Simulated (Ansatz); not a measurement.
Molecule: C$_{2}$HO (charge 0, doublet). It need not be the lowest isomer of its formula. 
Geometry from a B3LYP-D3(BJ)/def2-TZVP (Ansatz, a quantum-chemistry and plane-wave program) optimisation:
```xyz
4

C     -0.8004    -0.5753    -0.2617
C      0.5133    -0.3778    -0.0381
O      0.0232     0.8049     0.2249
H      1.5373    -0.7205    -0.0007
```
Charge 0, spin multiplicity 2.

Computed values are from Ansatz. Correlated levels leave the core frozen unless marked. Open shells are spin-unrestricted. Spin-orbit coupling is left out. Non-relativistic. CBS(X,Y): correlation extrapolated as X^-3; Hartree-Fock from the larger set.

Task: What is the atomisation energy De at CCSD(T)/CBS(cc-pVTZ,cc-pVQZ)?

Result: 365.1 kcal/mol.

Task: What is the dipole moment at CCSD(T)/aug-cc-pVDZ?

Result: 2.98 D.

Task: What is the total energy at CCSD(T)/CBS(cc-pVTZ,cc-pVQZ)?

Result: -151.6646 Eh.

Task: What is the T1 diagnostic at CCSD/cc-pVQZ?

Result: 0.031.
